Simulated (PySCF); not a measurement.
## MgTe⁻: one state, many levels of theory

State: ²Σ⁺ (doublet), unpaired electrons σ ↑. Set-up: Mg def2-SVPD, Te def2-SVPD with ECP28; scalar-relativistic core potentials (PySCF 2.14). De refers to Mg + Te⁻ in their high-spin ground configurations, without counterpoise correction. The functionals are run spin-unrestricted. A positive dipole points towards Te; it is taken about the centre of mass and depends on that origin.

```tsv
Level	Re (Å)	ωe (cm⁻¹)	De (eV)	μ (D)	CPU s a point (SCF and correlation, without the integrals)
UHF	2.571	331	n/a	-0.20	0.27
UHF-MP2	2.583	333	n/a	n/a	0.44
UHF-SCS-MP2	2.589	327	n/a	n/a	n/a
UHF-CCSD	2.595	313	n/a	n/a	n/a
UHF-CCSD(T)	2.603	311	n/a	n/a	18
PBE	2.594	303	1.74	1.32	0.61
PW91	2.591	305	1.78	1.23	0.49
r²SCAN	2.570	321	1.91	1.00	0.82
B3LYP	2.591	302	1.43	0.86	0.85
PBE0	2.571	317	1.70	0.93	1.1
HSE06	2.576	314	1.71	0.92	1.2
BHandHLYP	2.569	315	1.36	0.46	0.62
```

(1) What does the step from GGA to meta-GGA do here, going from PBE to r²SCAN?

(2) What does second-order correlation do here, going from UHF to UHF-MP2?

(3) What does the triples do here, going from UHF-CCSD to UHF-CCSD(T)?

Correlated steps freeze 5 core orbitals. Spin–orbit coupling is left out, which matters for elements this heavy, above all for dissociation energies. For an ion De counts to the pair picked by the measured ionisation energies or electron affinities, which need not be the lowest pair at this level. The highest Kohn–Sham level is positive in this anion. Much of that is self-interaction error, but it also means that the finite basis helps to hold the extra electron. The state is the lowest determinant that a PBE0 search found; another state may lie lower at other levels.

The whole job (state search and all levels along the bond) took about 4.2 min on 1 thread of Oxide Virtual Turin-like (shared host), peak memory 0.75 GiB.

Answers

(1) r²SCAN less PBE: -2.4 pm in Re, +5.9 % in ωe, +0.17 eV in De. 

(2) UHF-MP2 less UHF: +1.2 pm in Re, +0.6 % in ωe. Correlation nearly always deepens the well. The bond lengthens, as in strong covalent bonds, where excitations into antibonding orbitals dominate.

(3) UHF-CCSD(T) less UHF-CCSD: +0.8 pm in Re, -0.6 % in ωe. Correlation nearly always deepens the well. The bond lengthens, as in strong covalent bonds, where excitations into antibonding orbitals dominate.
